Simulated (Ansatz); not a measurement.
Reaction (formal exchange of groups at a C–Se bond): `C[Se]CN` + `[F][Ga]([SiH3])[Cl]` → `C[SiH2][Ga]([F])[Cl]` + `NC[SeH]`

Gas-phase electronic energies from Ansatz, PBE0-D4/def2-TZVP geometries. CCSD(T)/CBS is the MP2 limit (def2-TZVPP, def2-QZVPP) plus CCSD(T) − MP2 in def2-TZVPP, frozen cores. Functionals use def2-TZVPP. For Ga, Se outer-core shells are correlated without core-valence functions, which leaves a few kJ/mol of doubt a bond. Scalar relativity is left out up to krypton. Each species was taken in one conformer, which may not be the lowest.

(1) Is it downhill or uphill in electronic energy at CCSD(T)/CBS, and by how much? (An estimate is asked.)

(2) What do these levels give: PBE-D4, r2SCAN-D4, PBE0-D4, ωB97X-V, ωB97M-V, B2PLYP, PBE0, CCSD/def2-TZVPP, HF/def2-QZVPP, MP2/def2-QZVPP, SCS-MP2/def2-QZVPP, MP2/CBS(def2)? (Estimate.)

Largest T1 diagnostic among the species: 0.013.

Answers

(1) Computed: Downhill: ΔE = -29.4 kJ/mol.

(2) The calculation gave: PBE-D4 -25.6, r2SCAN-D4 -27.8, PBE0-D4 -29.1, ωB97X-V -28.9, ωB97M-V -31.4, B2PLYP -27.3, PBE0 -29.6, CCSD/def2-TZVPP -28.9, HF/def2-QZVPP -30.7, MP2/def2-QZVPP -27.9, SCS-MP2/def2-QZVPP -26.9, MP2/CBS(def2) -28.8 kJ/mol.

In def2-TZVPP, CCSD(T) changes the Hartree–Fock value by +3.3 kJ/mol (the triples alone add +1.8 kJ/mol) and MP2 by +4.0 kJ/mol. From PBE to PBE0 (25 % exact exchange), in def2-TZVPP and without D4, ΔE moves by −3.3 kJ/mol.
